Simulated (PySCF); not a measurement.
## NMR data sheet: C4H9FOSi2

```
Formula                               : C4H9FOSi2
SMILES                                : C[C@H]1OC([SiH3])=C1[SiH2]F
InChI                                 : InChI=1S/C4H9FOSi2/c1-2-3(8-5)4(7)6-2/h2H,8H2,1,7H3/t2-/m1/s1
Point group of the computed structure : C1
Degrees of unsaturation               : 2
Carbon signals                        : 4
Proton signals                        : 5
```

Molfile (atoms numbered from 1):
```
C4H9FOSi2
     RDKit          3D

 17 17  0  0  0  0  0  0  0  0999 V2000
   -1.8404   -1.3645   -0.8483 C   0  0  0  0  0  0  0  0  0  0  0  0
   -1.2618   -0.5797    0.3084 C   0  0  1  0  0  0  0  0  0  0  0  0
   -0.2675   -1.3163    1.0614 O   0  0  0  0  0  0  0  0  0  0  0  0
    0.6510   -0.3314    0.7366 C   0  0  0  0  0  0  0  0  0  0  0  0
    2.4345   -0.3544    1.3189 Si  0  0  0  0  0  4  0  0  0  0  0  0
   -0.1892    0.4411    0.0050 C   0  0  0  0  0  0  0  0  0  0  0  0
   -0.1378    2.0169   -0.9579 Si  0  0  0  0  0  4  0  0  0  0  0  0
    1.3384    2.6399   -0.7787 F   0  0  0  0  0  0  0  0  0  0  0  0
   -2.3869   -2.2279   -0.4761 H   0  0  0  0  0  0  0  0  0  0  0  0
   -2.5139   -0.7277   -1.4160 H   0  0  0  0  0  0  0  0  0  0  0  0
   -1.0404   -1.7087   -1.4996 H   0  0  0  0  0  0  0  0  0  0  0  0
   -2.0471   -0.2275    0.9840 H   0  0  0  0  0  0  0  0  0  0  0  0
    3.0772    0.8353    0.7710 H   0  0  0  0  0  0  0  0  0  0  0  0
    3.0600   -1.5826    0.8213 H   0  0  0  0  0  0  0  0  0  0  0  0
    2.4397   -0.3520    2.7841 H   0  0  0  0  0  0  0  0  0  0  0  0
   -1.0401    3.0334   -0.4281 H   0  0  0  0  0  0  0  0  0  0  0  0
   -0.2826    1.8182   -2.3960 H   0  0  0  0  0  0  0  0  0  0  0  0
  1  2  1  0
  2  3  1  0
  3  4  1  0
  4  5  1  0
  4  6  2  0
  6  7  1  0
  7  8  1  0
  6  2  1  0
  1  9  1  0
  1 10  1  0
  1 11  1  0
  2 12  1  1
  5 13  1  0
  5 14  1  0
  5 15  1  0
  7 16  1  0
  7 17  1  0
M  END
```

Method: geometry: GFN2-xTB, GIAO PBE0/pcSseg-1 shieldings, in PySCF 2.14 (one conformer, relativity neglected, no solvent model, rapidly exchanging positions averaged).

References, each an isolated molecule treated in the same way: ¹H, ¹³C, ²⁹Si against TMS; ¹⁹F against CFCl3; H2O for ¹⁷O.

| carbon | δC, type | δH (multiplicity) | HMBC from (2–3 bonds) | span of the C tensor (ppm) |
| --- | --- | --- | --- | --- |
| C1 | 23.4, CH3 | 1.53 (d) | H12 | 34 |
| C2 | 92.7, CH | 5.59 (m) | H17, H16, H9/H10/H11 | 71 |
| C4 | 192.4, C | – | H12, H17, H16, H13/H14/H15 | 204 |
| C6 | 141.8, C | – | H12, H17, H16, H13/H14/H15, H9/H10/H11 | 187 |

Other nuclei:
```csv
atoms,nucleus,environment,δ (ppm),σ (ppm)
H17,¹H,"hydrogen on a silicon bonded to C, F",5.49,26.22
H16,¹H,"hydrogen on a silicon bonded to C, F",5.49,26.23
H13/H14/H15,¹H,hydrogen on a silicon bonded to C,4.23,27.49
F8,¹⁹F,fluorine bonded to Si,-239.6,410.6
Si7,²⁹Si,"silicon bonded to C, F, 2 H",-15.3,364.4
Si5,²⁹Si,"silicon bonded to C, 3 H",-89.0,438.2
O3,¹⁷O,ether oxygen,246.5,89.6
```

Carbon types of the structure: 2 × C, 1 × CH, 1 × CH3, leaving 5 H on heteroatoms. δC 192.4: alkene carbon bearing oxygen; an sp2 carbon further deshielded by the attached heteroatom. δC 141.8: β carbon of an enol-ether or enamine type C=C. δC 92.7: allylic sp3 CH bonded to O; deshielded by the electronegative neighbour. δC 23.4: methyl carbon; a saturated carbon with 1 carbon neighbour and no heteroatom attached. δH 5.59: hydrogen on an allylic sp3 CH bonded to O; its carbon carries O, hence the downfield position.

Splittings by ¹⁹F in the carbon and heteronuclear signals aren't shown, as no couplings were computed. Shifts are as computed. Against solution values, carbons near 30 ppm lie about +3 ppm off and those near 130 ppm about +5 ppm. Of 1211 compounds with measured shifts, 218 miss one by over three times the rms of a fit or turn the order of signals round; such compounds aren't used in these exercises. Unscaled 19F shifts against computed CFCl3 carry errors that often reach 10 to 50 ppm. Experimental scales use liquid or dissolved standards, which lie at an offset from isolated H2O (liquid H2O: subtract about 36 ppm). No couplings were computed; multiplicities are counted from neighbouring protons, with m where these are inequivalent, close in shift, in a saturated or five-membered ring or joined by F or P, and br s for small geminal =CH2 splittings.
